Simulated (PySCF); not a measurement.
The first ionisation energy along the 4d series

Calculated with PySCF 2.14 from differences of total energies of unrestricted determinants, without spin-orbit coupling. Values in eV. The last column holds reference values (NIST; (s) semi-empirical, (t) theoretical, else measured). Unmarked ones compare directly (S terms, centres of terms, or small fine structure); those marked * lie between the lowest fine-structure levels and include a spin-orbit shift.

```
                                 element                 configurations    UHF    LDA    PBE  SCS-MP2 (valence)  MP2 (valence and next inner shell)  SCS-MP2 (valence and next inner shell)  reference
Zr (aug-cc-pwCVTZ-PP with ECP28MDF, ECP)    [Kr] 4d2 5s2 → [Kr] 4d2 5s1  5.181  6.721  6.423              6.319                               6.402                                   6.502      6.639
Nb (aug-cc-pwCVTZ-PP with ECP28MDF, ECP)        [Kr] 4d4 5s1 → [Kr] 4d4  5.982  7.464  7.197              6.140                               6.798                                   6.435      6.776
Mo (aug-cc-pwCVTZ-PP with ECP28MDF, ECP)        [Kr] 4d5 5s1 → [Kr] 4d5  6.241  7.780  7.521              6.432                               7.138                                   6.724      7.092
Tc (aug-cc-pwCVTZ-PP with ECP28MDF, ECP)    [Kr] 4d5 5s2 → [Kr] 4d5 5s1  5.533  7.313  6.883              7.040                               6.926                                   7.080      7.119
Ru (aug-cc-pwCVTZ-PP with ECP28MDF, ECP)        [Kr] 4d7 5s1 → [Kr] 4d7  6.290  8.111  7.826              6.905                               7.429                                   7.123      7.365
Rh (aug-cc-pwCVTZ-PP with ECP28MDF, ECP)        [Kr] 4d8 5s1 → [Kr] 4d8  6.311  8.210  7.910              7.070                               7.514                                   7.245      7.479
Pd (aug-cc-pwCVTZ-PP with ECP28MDF, ECP)           [Kr] 4d10 → [Kr] 4d9  6.228  9.227  8.780              8.450                               8.858                                   8.528      8.512
Ag (aug-cc-pwCVTZ-PP with ECP28MDF, ECP)      [Kr] 4d10 5s1 → [Kr] 4d10  6.365  8.368  8.042              7.324                               7.635                                   7.425      7.576
Cd (aug-cc-pwCVTZ-PP with ECP28MDF, ECP)  [Kr] 4d10 5s2 → [Kr] 4d10 5s1  7.328  9.483  9.106              8.856                               8.993                                   8.930      8.994
```

```json
{"method": "UHF", "elements": "9", "mean error (eV)": "-1.344", "mean absolute error (eV)": "1.344", "largest error (eV)": "-2.284"}
{"method": "LDA", "elements": "9", "mean error (eV)": "0.569", "mean absolute error (eV)": "0.569", "largest error (eV)": "0.792"}
{"method": "PBE", "elements": "9", "mean error (eV)": "0.237", "mean absolute error (eV)": "0.338", "largest error (eV)": "0.466"}
{"method": "SCS-MP2 (valence)", "elements": "9", "mean error (eV)": "-0.335", "mean absolute error (eV)": "0.335", "largest error (eV)": "-0.660"}
{"method": "MP2 (valence and next inner shell)", "elements": "9", "mean error (eV)": "0.016", "mean absolute error (eV)": "0.111", "largest error (eV)": "0.346"}
{"method": "SCS-MP2 (valence and next inner shell)", "elements": "9", "mean error (eV)": "-0.173", "mean absolute error (eV)": "0.177", "largest error (eV)": "-0.368"}
```

Errors include the incompleteness of the basis and the frozen core.

"Valence" correlates the outer s and p shells and, in groups 3 to 12 and the f block, the outer d or f shell, open or full, or the next shell where the ion has no valence electron left; the wider scheme adds the next inner shell.
